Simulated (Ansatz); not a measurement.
Hg₃Se₄, relaxed as a singlet with RKS PBE-D4/def2-SVP in Ansatz, starting from the GFN1-xTB geometry. Force threshold 0.02 eV/Å.

In the def2 sets Hg takes a core potential; there is no spin–orbit coupling. The structure comes from a short search, and lower isomers may exist.

Start:

Cartesian coordinates in Å:
```
Hg 1.718 -2.013 0.149
Hg -0.372 0.486 1.619
Hg -1.378 0.249 -1.120
Se 1.051 0.969 -2.006
Se 2.118 0.616 0.038
Se -0.783 -2.073 0.591
Se -2.354 1.765 0.729
```

```csv
step,energy (eV),largest force component (eV/Å),SCF passes
1,-273863.1867,0.894,24
2,-273863.3532,0.351,32
3,-273863.4101,0.236,26
4,-273863.5673,0.432,31
5,-273863.7791,0.517,30
6,-273864.0531,0.601,30
7,-273864.3732,0.622,29
8,-273864.7263,0.603,27
9,-273865.0592,0.500,27
10,-273865.3307,0.385,27
11,-273865.5343,0.218,28
12,-273865.6222,0.320,27
13,-273865.6370,0.098,28
14,-273865.6409,0.048,21
15,-273865.6426,0.030,22
16,-273865.6428,0.002,22
```

Force components are those of the run's own axes.

End:

```xyz
7

Hg    1.402   -1.396    0.394
Hg   -1.661   -0.553    1.395
Hg   -0.735    1.619   -0.953
Se    1.150    0.922   -2.476
Se    2.745    0.375   -0.797
Se   -0.364   -2.694    1.636
Se   -2.538    1.727    0.802
```

Bonds lost: Hg3–Se6 (atoms count from 1). The end is the same structure that another start reached, the lowest one found.

No frequencies were taken in this run, so the end may be a saddle point.

It took 63 s on 4 threads of Arm Neoverse V2 on a shared host.
